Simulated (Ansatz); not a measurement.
## Molecular dynamics of ClF2H4N2Ta

The input (input.yaml):

```yaml
crystal:
  periodic: [false, false, false]
  atoms:
    - { symbol: Ta, position_ang: [0.186163, 0.026729, 0.097313] }
    - { symbol: "N", position_ang: [2.1164, -0.070559, -0.096586] }
    - { symbol: H, position_ang: [2.796483, -0.137465, 0.656157] }
    - { symbol: H, position_ang: [2.578004, -0.083024, -1.004893] }
    - { symbol: "N", position_ang: [-0.211657, -0.017007, 2.029437] }
    - { symbol: H, position_ang: [-0.489423, -0.848035, 2.544164] }
    - { symbol: H, position_ang: [-0.455114, 0.830873, 2.537394] }
    - { symbol: F, position_ang: [-0.676102, 0.203314, -1.578014] }
    - { symbol: F, position_ang: [-0.099471, 1.887475, 0.325316] }
    - { symbol: Cl, position_ang: [-0.405284, -2.2599, 0.099711] }
basis:
  gaussian: { orbitals: def2-SVP }
hamiltonian:
  xc: pbe0
md:
  timestep: 0.25
  n_steps: 300
  ensemble: nvt_langevin
  temperature: 500.0
  initial_velocities: maxwell_boltzmann
  seed: 252486
  friction: 0.01
  masses: [{ species: H, mass: 2.014 }]
```

Run as:

```bash
$ ansatz run input.yaml --threads 2 --pin off --max-ram 3072MiB --backend cpu --events-out ev --progress --plain --runs-dir out
```

It starts from a relaxed structure.

Output, in part (one step line in 4, the closing report, with atoms numbered from 0):

```
md step     0: t =     0.00 fs  T =   450.0 K  F+E_penalty+E_count = -22537.23806007 eV  E_kin = 0.581670 eV  (30 SCF iters)
md step     4: t =     1.00 fs  T =   436.7 K  F+E_penalty+E_count = -22537.21916514 eV  E_kin = 0.564480 eV  (33 SCF iters)
md step     8: t =     2.00 fs  T =   480.2 K  F+E_penalty+E_count = -22537.18126098 eV  E_kin = 0.620704 eV  (33 SCF iters)
md step    12: t =     3.00 fs  T =   473.4 K  F+E_penalty+E_count = -22537.15606267 eV  E_kin = 0.611882 eV  (33 SCF iters)
md step    16: t =     4.00 fs  T =   443.2 K  F+E_penalty+E_count = -22537.14809922 eV  E_kin = 0.572853 eV  (33 SCF iters)
md step    20: t =     5.00 fs  T =   426.6 K  F+E_penalty+E_count = -22537.14542968 eV  E_kin = 0.551475 eV  (33 SCF iters)
md step    24: t =     6.00 fs  T =   451.2 K  F+E_penalty+E_count = -22537.13189565 eV  E_kin = 0.583251 eV  (33 SCF iters)
md step    28: t =     7.00 fs  T =   463.7 K  F+E_penalty+E_count = -22537.10023245 eV  E_kin = 0.599317 eV  (33 SCF iters)
md step    32: t =     8.00 fs  T =   428.9 K  F+E_penalty+E_count = -22537.04486185 eV  E_kin = 0.554440 eV  (33 SCF iters)
md step    36: t =     9.00 fs  T =   371.9 K  F+E_penalty+E_count = -22536.98319110 eV  E_kin = 0.480672 eV  (33 SCF iters)
md step    40: t =    10.00 fs  T =   358.0 K  F+E_penalty+E_count = -22536.94719971 eV  E_kin = 0.462770 eV  (33 SCF iters)
md step    44: t =    11.00 fs  T =   392.1 K  F+E_penalty+E_count = -22536.93613892 eV  E_kin = 0.506772 eV  (33 SCF iters)
md step    48: t =    12.00 fs  T =   367.4 K  F+E_penalty+E_count = -22536.91418836 eV  E_kin = 0.474954 eV  (34 SCF iters)
md step    52: t =    13.00 fs  T =   320.3 K  F+E_penalty+E_count = -22536.86325162 eV  E_kin = 0.414029 eV  (34 SCF iters)
md step    56: t =    14.00 fs  T =   266.6 K  F+E_penalty+E_count = -22536.79944857 eV  E_kin = 0.344589 eV  (31 SCF iters)
md step    60: t =    15.00 fs  T =   270.8 K  F+E_penalty+E_count = -22536.74886125 eV  E_kin = 0.350077 eV  (35 SCF iters)
md step    64: t =    16.00 fs  T =   308.0 K  F+E_penalty+E_count = -22536.72562051 eV  E_kin = 0.398135 eV  (35 SCF iters)
md step    68: t =    17.00 fs  T =   314.1 K  F+E_penalty+E_count = -22536.72162275 eV  E_kin = 0.406042 eV  (34 SCF iters)
md step    72: t =    18.00 fs  T =   323.3 K  F+E_penalty+E_count = -22536.71799383 eV  E_kin = 0.417942 eV  (34 SCF iters)
md step    76: t =    19.00 fs  T =   334.4 K  F+E_penalty+E_count = -22536.69731534 eV  E_kin = 0.432270 eV  (34 SCF iters)
md step    80: t =    20.00 fs  T =   318.5 K  F+E_penalty+E_count = -22536.66390694 eV  E_kin = 0.411669 eV  (35 SCF iters)
md step    84: t =    21.00 fs  T =   286.0 K  F+E_penalty+E_count = -22536.63685003 eV  E_kin = 0.369725 eV  (36 SCF iters)
md step    88: t =    22.00 fs  T =   309.3 K  F+E_penalty+E_count = -22536.64084023 eV  E_kin = 0.399785 eV  (36 SCF iters)
md step    92: t =    23.00 fs  T =   359.7 K  F+E_penalty+E_count = -22536.68013082 eV  E_kin = 0.464961 eV  (30 SCF iters)
md step    96: t =    24.00 fs  T =   368.3 K  F+E_penalty+E_count = -22536.72934428 eV  E_kin = 0.476050 eV  (36 SCF iters)
md step   100: t =    25.00 fs  T =   380.1 K  F+E_penalty+E_count = -22536.75882835 eV  E_kin = 0.491293 eV  (34 SCF iters)
md step   104: t =    26.00 fs  T =   320.6 K  F+E_penalty+E_count = -22536.75770407 eV  E_kin = 0.414425 eV  (34 SCF iters)
md step   108: t =    27.00 fs  T =   324.6 K  F+E_penalty+E_count = -22536.74664183 eV  E_kin = 0.419637 eV  (34 SCF iters)
md step   112: t =    28.00 fs  T =   353.5 K  F+E_penalty+E_count = -22536.75908877 eV  E_kin = 0.456992 eV  (36 SCF iters)
md step   116: t =    29.00 fs  T =   392.1 K  F+E_penalty+E_count = -22536.79880864 eV  E_kin = 0.506835 eV  (34 SCF iters)
md step   120: t =    30.00 fs  T =   469.8 K  F+E_penalty+E_count = -22536.84669662 eV  E_kin = 0.607206 eV  (34 SCF iters)
md step   124: t =    31.00 fs  T =   494.3 K  F+E_penalty+E_count = -22536.87153748 eV  E_kin = 0.638936 eV  (34 SCF iters)
md step   128: t =    32.00 fs  T =   477.5 K  F+E_penalty+E_count = -22536.86367215 eV  E_kin = 0.617209 eV  (34 SCF iters)
md step   132: t =    33.00 fs  T =   435.6 K  F+E_penalty+E_count = -22536.83025480 eV  E_kin = 0.563047 eV  (35 SCF iters)
md step   136: t =    34.00 fs  T =   410.8 K  F+E_penalty+E_count = -22536.80447247 eV  E_kin = 0.531047 eV  (35 SCF iters)
md step   140: t =    35.00 fs  T =   421.6 K  F+E_penalty+E_count = -22536.80447496 eV  E_kin = 0.544897 eV  (36 SCF iters)
md step   144: t =    36.00 fs  T =   434.8 K  F+E_penalty+E_count = -22536.82872694 eV  E_kin = 0.562072 eV  (34 SCF iters)
md step   148: t =    37.00 fs  T =   428.3 K  F+E_penalty+E_count = -22536.85969683 eV  E_kin = 0.553664 eV  (34 SCF iters)
md step   152: t =    38.00 fs  T =   430.8 K  F+E_penalty+E_count = -22536.87561465 eV  E_kin = 0.556876 eV  (34 SCF iters)
md step   156: t =    39.00 fs  T =   438.1 K  F+E_penalty+E_count = -22536.87257216 eV  E_kin = 0.566240 eV  (34 SCF iters)
md step   160: t =    40.00 fs  T =   404.9 K  F+E_penalty+E_count = -22536.86261071 eV  E_kin = 0.523406 eV  (34 SCF iters)
md step   164: t =    41.00 fs  T =   422.3 K  F+E_penalty+E_count = -22536.85703351 eV  E_kin = 0.545881 eV  (34 SCF iters)
md step   168: t =    42.00 fs  T =   461.9 K  F+E_penalty+E_count = -22536.86702237 eV  E_kin = 0.597038 eV  (34 SCF iters)
md step   172: t =    43.00 fs  T =   533.9 K  F+E_penalty+E_count = -22536.88394673 eV  E_kin = 0.690106 eV  (34 SCF iters)
md step   176: t =    44.00 fs  T =   533.7 K  F+E_penalty+E_count = -22536.88671857 eV  E_kin = 0.689896 eV  (34 SCF iters)
md step   180: t =    45.00 fs  T =   518.7 K  F+E_penalty+E_count = -22536.86286411 eV  E_kin = 0.670484 eV  (34 SCF iters)
md step   184: t =    46.00 fs  T =   466.0 K  F+E_penalty+E_count = -22536.83256364 eV  E_kin = 0.602391 eV  (34 SCF iters)
md step   188: t =    47.00 fs  T =   471.4 K  F+E_penalty+E_count = -22536.81210013 eV  E_kin = 0.609288 eV  (35 SCF iters)
md step   192: t =    48.00 fs  T =   485.1 K  F+E_penalty+E_count = -22536.80118686 eV  E_kin = 0.627038 eV  (34 SCF iters)
md step   196: t =    49.00 fs  T =   480.0 K  F+E_penalty+E_count = -22536.78689931 eV  E_kin = 0.620422 eV  (34 SCF iters)
md step   200: t =    50.00 fs  T =   446.6 K  F+E_penalty+E_count = -22536.77043463 eV  E_kin = 0.577233 eV  (36 SCF iters)
md step   204: t =    51.00 fs  T =   433.1 K  F+E_penalty+E_count = -22536.77063642 eV  E_kin = 0.559813 eV  (32 SCF iters)
md step   208: t =    52.00 fs  T =   460.0 K  F+E_penalty+E_count = -22536.77639203 eV  E_kin = 0.594568 eV  (34 SCF iters)
md step   212: t =    53.00 fs  T =   390.1 K  F+E_penalty+E_count = -22536.76326938 eV  E_kin = 0.504278 eV  (34 SCF iters)
md step   216: t =    54.00 fs  T =   415.7 K  F+E_penalty+E_count = -22536.73784414 eV  E_kin = 0.537387 eV  (34 SCF iters)
md step   220: t =    55.00 fs  T =   425.5 K  F+E_penalty+E_count = -22536.72194293 eV  E_kin = 0.550017 eV  (34 SCF iters)
md step   224: t =    56.00 fs  T =   406.9 K  F+E_penalty+E_count = -22536.72302596 eV  E_kin = 0.525981 eV  (34 SCF iters)
md step   228: t =    57.00 fs  T =   398.9 K  F+E_penalty+E_count = -22536.74186010 eV  E_kin = 0.515654 eV  (34 SCF iters)
md step   232: t =    58.00 fs  T =   452.2 K  F+E_penalty+E_count = -22536.75241570 eV  E_kin = 0.584450 eV  (34 SCF iters)
md step   236: t =    59.00 fs  T =   420.5 K  F+E_penalty+E_count = -22536.74792355 eV  E_kin = 0.543536 eV  (35 SCF iters)
md step   240: t =    60.00 fs  T =   425.9 K  F+E_penalty+E_count = -22536.72033879 eV  E_kin = 0.550557 eV  (34 SCF iters)
md step   244: t =    61.00 fs  T =   420.6 K  F+E_penalty+E_count = -22536.67285050 eV  E_kin = 0.543706 eV  (36 SCF iters)
md step   248: t =    62.00 fs  T =   407.6 K  F+E_penalty+E_count = -22536.63031283 eV  E_kin = 0.526850 eV  (34 SCF iters)
md step   252: t =    63.00 fs  T =   408.8 K  F+E_penalty+E_count = -22536.61545129 eV  E_kin = 0.528430 eV  (34 SCF iters)
md step   256: t =    64.00 fs  T =   367.5 K  F+E_penalty+E_count = -22536.61901979 eV  E_kin = 0.475083 eV  (35 SCF iters)
md step   260: t =    65.00 fs  T =   414.3 K  F+E_penalty+E_count = -22536.62678713 eV  E_kin = 0.535566 eV  (31 SCF iters)
md step   264: t =    66.00 fs  T =   388.1 K  F+E_penalty+E_count = -22536.61879528 eV  E_kin = 0.501721 eV  (35 SCF iters)
md step   268: t =    67.00 fs  T =   368.9 K  F+E_penalty+E_count = -22536.59830609 eV  E_kin = 0.476777 eV  (35 SCF iters)
md step   272: t =    68.00 fs  T =   374.7 K  F+E_penalty+E_count = -22536.59468278 eV  E_kin = 0.484326 eV  (36 SCF iters)
md step   276: t =    69.00 fs  T =   436.1 K  F+E_penalty+E_count = -22536.62346940 eV  E_kin = 0.563657 eV  (35 SCF iters)
md step   280: t =    70.00 fs  T =   464.0 K  F+E_penalty+E_count = -22536.66255262 eV  E_kin = 0.599793 eV  (36 SCF iters)
md step   284: t =    71.00 fs  T =   527.0 K  F+E_penalty+E_count = -22536.69906036 eV  E_kin = 0.681152 eV  (36 SCF iters)
md step   288: t =    72.00 fs  T =   532.7 K  F+E_penalty+E_count = -22536.71926132 eV  E_kin = 0.688603 eV  (35 SCF iters)
md step   292: t =    73.00 fs  T =   512.6 K  F+E_penalty+E_count = -22536.72793614 eV  E_kin = 0.662556 eV  (35 SCF iters)
md step   296: t =    74.00 fs  T =   526.4 K  F+E_penalty+E_count = -22536.72938998 eV  E_kin = 0.680468 eV  (35 SCF iters)
md step   300: t =    75.00 fs  T =   592.7 K  F+E_penalty+E_count = -22536.73716517 eV  E_kin = 0.766110 eV  (31 SCF iters)
Total energy: -22536.73721479 eV, -828.2098166945 hartree
Atom 0 at     0.237279    -0.041328     0.004999 Å, force     0.270945     1.333082     0.295271 eV/Å
Atom 1 at     2.081315    -0.190343    -0.481791 Å, force     0.973385     0.301637     0.420451 eV/Å
Atom 2 at     2.884157    -0.547926     0.079107 Å, force    -0.682300     0.649453    -0.943438 eV/Å
Atom 3 at     2.264494     0.429945    -1.289994 Å, force     0.602131    -0.677025     0.406057 eV/Å
Atom 4 at     0.169492    -0.234644     1.970384 Å, force     0.314992     0.715556    -0.829550 eV/Å
Atom 5 at     0.034982    -1.139165     2.363942 Å, force    -0.206382    -0.566105     0.886132 eV/Å
Atom 6 at     0.305537     0.534993     2.608925 Å, force    -0.148770     0.106712     0.505791 eV/Å
Atom 7 at    -0.475766    -0.111789    -1.730828 Å, force    -0.660554     0.403348    -0.744258 eV/Å
Atom 8 at    -0.081764     1.856186     0.161278 Å, force     0.021158    -0.895052     0.005114 eV/Å
Atom 9 at    -0.311908    -2.262289     0.103788 Å, force    -0.484608    -1.371606    -0.001570 eV/Å
Dipole moment:     0.661498     0.129000     0.458742 e Å
```

The run went to its last step. The mean temperature of the second half is 10 % below the set value. A run of 0.075 ps of so small a system gives no equilibrium averages.

No bond is clearly made or broken; grazing contacts change: Ta1–H4 2.64 → 2.45 Å. Pairs count as bonded within 1.25 times the sum of covalent radii (0.12 Å more for H–H).

Last frame:

```xyz
10
Properties=species:S:1:pos:R:3
Ta 0.237 -0.041 0.005
N 2.081 -0.190 -0.482
H 2.884 -0.548 0.079
H 2.264 0.430 -1.290
N 0.170 -0.235 1.970
H 0.035 -1.139 2.364
H 0.305 0.535 2.609
F -0.476 -0.112 -1.731
F -0.082 1.856 0.161
Cl -0.312 -2.262 0.104
```

Run time: 14 min on 2 threads of Intel(R) Xeon(R) 6975P-C (Granite Rapids), with other jobs on the host, peak memory 0.36 GiB.
